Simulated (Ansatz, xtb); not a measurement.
**Isomers of CH7ClGeOSi in order of energy**

4 gas-phase structures of CH7ClGeOSi, from a drawn sample of its isomers (lower ones may exist). Each was relaxed with GFN2-xTB; where two conformers were screened, the lower at r2SCAN-D4/def2-SVP//GFN2-xTB is listed:

A. `C[O][GeH2][SiH2]Cl`, a singlet
B. `C[O][Ge@@H]([SiH3])[Cl]`, a singlet
C. `CO[Si@@H](Cl)[GeH3]`, a singlet
D. `CO[SiH2][GeH2][Cl]`, a singlet

Q: Which do you expect lowest at r2SCAN-D4/def2-SVP//GFN2-xTB, and how would the others follow?

A: Calculated order at r2SCAN-D4/def2-SVP//GFN2-xTB: C (0.0), D (9.2), B (15.4), A (18.3) kcal/mol.

Energies above the lowest of each column, in kcal/mol; the last columns are at r2SCAN-D4/def2-SVP geometries:

| structure | GFN2-xTB | HF/STO-3G | r2SCAN-D4/def2-SVP//GFN2-xTB | r2SCAN-D4/def2-SVP | CCSD(T)/def2-SVP + ΔMP2/def2-TZVPP |
| --- | --- | --- | --- | --- | --- |
| C | 7.4 | 0.0 | 0.0 | 0.0 | 0.0 |
| D | 0.0 | 7.1 | 9.2 | 9.0 | 9.2 |
| B | 16.5 | 6.1 | 15.4 | 17.2 | 19.3 |
| A | 23.5 | 12.1 | 18.3 | 19.4 | 19.8 |

CCSD(T)/def2-SVP + ΔMP2/def2-TZVPP puts C lowest; GFN2-xTB picks D. Flexible structures stand in one conformer each, not always the lowest. ΔMP2 is the change of the MP2 energy from the smaller to the larger basis.

Over these structures GFN2-xTB departs from r2SCAN-D4/def2-SVP//GFN2-xTB by 5.2 kcal/mol on average once a common shift is removed. A GFN2-xTB relaxation took about 0.35 s and the r2SCAN-D4/def2-SVP//GFN2-xTB energy about 6.2 s on a shared host (Ansatz 0.2.0, xtb 6.7.1).
